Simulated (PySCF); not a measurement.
## NMR problem set

Computed data (PySCF): geometry from GFN2-xTB, σ from GIAO-PBE0/pcSseg-1. In vacuum, rapidly exchanging positions averaged, a single conformation, non-relativistic Hamiltonian.

References, each an isolated molecule treated in the same way: ¹H (31.72 ppm), ¹³C (186.93 ppm) against TMS. Splittings of carbon signals by F and P are missing where no couplings were computed. Where no couplings were computed, multiplicities follow the n + 1 count of equivalent neighbours, and m marks all less simple cases (inequivalent or close neighbours, rings, F or P nearby). Shifts are as computed. Against solution values, carbons near 30 ppm lie about +3 ppm off and those near 130 ppm about +5 ppm. Of 1211 compounds with measured shifts, 218 miss one by over three times the rms of a fit or turn the order of signals round; such compounds aren't used in these exercises.

(1) C6H6P2Si. ¹H NMR (300 MHz, computed): δ 9.60 (m, 2H), 4.85 (s, 1H), 4.67 (s, 3H). ¹³C{¹H} NMR (computed): δ 194.4 (C), 169.6 (CH), 139.3 (C), 113.1 (CH), 90.8 (C). Identify the compound.

(2) C7H10NPSi. ¹H NMR (400 MHz, computed): δ 7.62 (m, 3H), 7.24 (m, 3H), 5.11 (m, 3H), 4.65 (m, 1H). ¹³C{¹H} NMR (computed): δ 159.0 (CH), 145.6 (CH), 51.8 (CH). Identify the compound.

Results:

(1) SMILES C#Cc1pcc([SiH3])cp1. 5 carbon signals for 6 carbons: some carbons are equivalent by symmetry or fast rotation. Carbon types of the structure: 3 × C, 3 × CH, leaving 3 H on heteroatoms. δC 169.6: aromatic CH. δC 113.1: terminal alkyne carbon. δC 90.8: alkyne carbon; the triple bond shields along its axis, which puts it between sp3 and sp2 carbons. δH 9.60: hydrogen on an aromatic CH; it sits in the deshielding region of the aromatic ring current.

The data come from this structure; uniqueness wasn't tested.

(2) SMILES C1=CP2(=N[SiH3])C=CC1C=C2. 3 carbon signals for 7 carbons: some carbons are equivalent by symmetry or fast rotation. Carbon types of the structure: 7 × CH, leaving 3 H on heteroatoms. δC 159.0, 145.6: alkene CH; the olefinic region. δC 51.8: allylic sp3 CH; aliphatic region, no heteroatom directly attached. δH 7.62, 7.24: hydrogen on an alkene CH; attached to an sp2 carbon and in the plane of the double bond. δH 4.65: hydrogen on an allylic sp3 CH.

The shifts were computed for this structure.
